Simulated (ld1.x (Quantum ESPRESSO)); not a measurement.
# Before and after: TM potential for As

ld1.x (Quantum ESPRESSO) 7.5 input, shortened:

```
&input
   title='As', zed=33., rel=1, dft='PBESOL', iswitch=3,
   config='[Ar] 3d10 4s1.5 4p3.5 4d-2'
 /
 &inputp
   pseudotype=2, tm=.true., lloc=2,
   nlcc=.false.
 /
3
4S  1  0   1.50   0.00  1.30  1.30  0.0
4P  2  1   3.50   0.00  1.55  1.55  0.0
4D  3  2  -2.00  -0.10  1.25  1.25  0.0
 &test
   configts(1)='4s1.5 4p3.5'
 /
```

Change: core correction a·sin(br)/r model core inside 1.04 bohr.

Cutoffs: the cutoffs (Ry, on a coarse ladder) from which the occupation-weighted sum of valence levels, in a spherical-Bessel basis at the reference potential, stays within 10 and 1 mRy of its value at 400 Ry; they do not see the model core or the augmentation charge, which bear on the density cutoff. Errors are all-electron minus pseudo energies relative to the spin-unpolarised reference configuration.

Problem. Predict the effect on cutoff, ghosts and configuration errors.

Solution. The potential gets neither clearly harder nor softer (45 Ry and 100 Ry → 45 Ry and 100 Ry); both files keep a bound ghost (p, s); of the 7 tests that both files solve, the error grows in 2 and shrinks in 3 by more than 15 % and 0.3 meV (median size 3.6 → 2.0 meV). A model core, the more so a compact one, raises the density cutoff, which this test does not measure.

```tsv
quantity	base	changed
cutoff, loose	45 Ry	45 Ry
cutoff, tight	100 Ry	100 Ry
bound ghosts	s, p	s, p
error for 4s2 4p3, meV [ΔE -4.68 eV]	+1.8	-1.7
error for 4s2 4p2, meV [ΔE 4.47 eV]	-3.6	-2.0
error for 4s2 4p1, meV [ΔE 22.42 eV]	-24	-14
error for 4s2 4p3.3, meV [ΔE -5.92 eV]	+2.0	-1.7
error for 4s1 4p0, meV [ΔE 100.77 eV]	+13	-322
error for 4s2 4p2.5, meV [ΔE -1.13 eV]	+0.2	-1.6
error for 4s0 4p5, meV [ΔE 14.39 eV]	+26	-20
s: phases at 1.71 bohr within 0.05 rad from the reference energy up to (Ry; the scan ends near 5)	3.4	3.4
p: phases at 1.71 bohr within 0.05 rad from the reference energy up to (Ry; the scan ends near 5)	to the end of the scan	to the end of the scan
d: phases at 1.71 bohr within 0.05 rad from the reference energy up to (Ry; the scan ends near 5)	0.6	0.6
```

 A true bound ghost makes a file unfit for plane-wave use even where its test errors are small: the radial tests pick states by their node count and pass the ghost by.
